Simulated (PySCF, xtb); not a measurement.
C2H7ClOSi, SMILES C[C@@H](O)[SiH2]Cl. One conformer was computed; it need not be the lowest.

Harmonic wavenumbers (cm⁻¹) from GFN2-xTB in xtb 6.7.1 at its own minimum, in rising order: 46, 109, 213, 242, 284, 333, 417, 501, 533, 587, 675, 709, 774, 938, 1001, 1070, 1094, 1189, 1269, 1340, 1406, 1491, 1502, 2236, 2283, 2928, 3011, 3024, 3048, 3546.

Question: What does PBE0-D3(BJ)/def2-SVP in PySCF give at its own minimum? (Estimate from the structure and the level; the computed values follow.)

Answer: 62, 114, 222, 255, 285, 333, 424, 545, 581, 670, 737, 856, 920, 943, 993, 1093, 1132, 1233, 1288, 1378, 1403, 1456, 1472, 2226, 2240, 3041, 3079, 3132, 3154, 3860. Paired by order, the mean absolute difference is 53 cm⁻¹ and the zero-point energies are 54.0 and 55.9 kcal/mol.
